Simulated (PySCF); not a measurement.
NbF6, SMILES [F][Nb-]([F])([F])([F])([F])[F], charge -1, multiplicity 1.

Geometry: PBE-D3(BJ)/def2-SVPD. The multiplicity is an assumed one; no other spin state was optimised. The isomer is the one that the SMILES or the coordinates give; other isomers of the formula were not compared. The def2 effective core potentials stand for the cores of Nb; spin–orbit coupling is left out.

All values below come from PBE-D3(BJ)/def2-SVPD (PySCF 2.14.0).

Frequencies are harmonic and unscaled.

Modes within 1.5 cm⁻¹ of each other (mostly degenerate sets) share a row, with their intensities summed.

| mode | ν (cm⁻¹) | IR (km/mol) | moving atoms (share of kinetic energy) |
|---|---|---|---|
| 1–3 | 116 | 0.0 | F 100 % |
| 4–6 | 231 | 78.1 | F 76 %, Nb 24 % |
| 7–9 | 256 | 0.0 | F 100 % |
| 10–11 | 540 | 0.0 | F 100 % |
| 12–14 | 611 | 1094.6 | F 69 %, Nb 31 % |
| 15 | 632 | 0.0 | F 100 % |
